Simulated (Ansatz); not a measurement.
`[BH2][SnH2][CH3]` at its PBE0-D4/def2-TZVP geometry, where that method's forces vanish. The species carries charge 0 and has multiplicity 1. Sn takes the def2 core potential.

```tsv
atom	x (Å)	y (Å)	z (Å)
B1	0.669	1.970	-0.156
Sn2	-0.237	-0.004	-0.735
C3	-0.250	-1.452	0.848
H4	1.036	2.189	0.960
H5	0.793	2.839	-0.967
H6	0.600	-0.673	-2.075
H7	-1.856	0.242	-1.253
H8	0.770	-1.665	1.167
H9	-0.811	-1.067	1.700
H10	-0.715	-2.378	0.510
```

Question: For each bond, give half the difference of the two atoms' forces along it (eV/Å; positive pushes the atoms apart) under PBE-D4, r2SCAN-D4, B3LYP-D4, ωB97M-V in def2-TZVPP. (Estimate.)

Answer: The calculation gave: 
| bond | length (Å) | PBE-D4 | r2SCAN-D4 | B3LYP-D4 | ωB97M-V |
| --- | --- | --- | --- | --- | --- |
| B1–Sn2 | 2.247 | -0.12 | -0.02 | 0.11 | 0.09 |
| B1–H4 | 1.195 | 0.08 | -0.03 | -0.13 | -0.12 |
| B1–H5 | 1.195 | 0.08 | -0.03 | -0.13 | -0.11 |
| Sn2–C3 | 2.146 | 0.08 | 0.08 | 0.22 | 0.01 |
| Sn2–H6 | 1.716 | 0.11 | 0.00 | 0.00 | -0.08 |
| Sn2–H7 | 1.717 | 0.12 | 0.00 | 0.00 | -0.09 |
| C3–H8 | 1.090 | 0.10 | -0.02 | -0.08 | -0.04 |
| C3–H9 | 1.090 | 0.09 | -0.02 | -0.08 | -0.04 |
| C3–H10 | 1.090 | 0.08 | -0.04 | -0.08 | -0.04 |

B3LYP here is the variant with VWN-RPA as its local correlation; programs differ in this.

All numbers were calculated with Ansatz.
